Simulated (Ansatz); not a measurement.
Start from `FC1BN1` and change one atom or group to get `B1CN1`.

Ansatz, PBE0-D4/def2-TZVP geometries, multiplicity 1. 

```json
{"property": "LUMO energy (PBE/def2-TZVPP) / eV", "`FC1BN1`": "-1.24"}
{"property": "HOMO–LUMO gap (PBE/def2-TZVPP) / eV", "`FC1BN1`": "5.26"}
{"property": "size of the dipole moment (B3LYP/def2-TZVPP) / D", "`FC1BN1`": "2.32"}
{"property": "vertical ionisation energy (CCSD(T)/CBS(def2)) / eV", "`FC1BN1`": "10.83"}
{"property": "size of the dipole moment (PBE/def2-TZVPP) / D", "`FC1BN1`": "2.26"}
{"property": "HOMO–LUMO gap (ωB97M-V/def2-TZVPP) / eV", "`FC1BN1`": "11.93"}
```

Task: Give the same properties after the change, and the shifts. (Estimate.)

Result: Ansatz gave: 
```
                                           property  `B1CN1`  shift
                  LUMO energy (PBE/def2-TZVPP) / eV    -0.76   0.48
                HOMO–LUMO gap (PBE/def2-TZVPP) / eV     5.65   0.39
   size of the dipole moment (B3LYP/def2-TZVPP) / D     1.13  -1.19
vertical ionisation energy (CCSD(T)/CBS(def2)) / eV    10.42  -0.41
     size of the dipole moment (PBE/def2-TZVPP) / D     1.25  -1.01
            HOMO–LUMO gap (ωB97M-V/def2-TZVPP) / eV    12.09   0.16
```

With PBE0 the HOMO rises by 0.25 eV and the LUMO rises by 0.47 eV, so the gap widens by about 0.22 eV. PBE moves the HOMO by 0.09 eV and ωB97M-V by 0.23 eV. Dipoles are sizes alone; their direction can turn.

B3LYP here is the variant with VWN-RPA as its local correlation; programs differ in this.
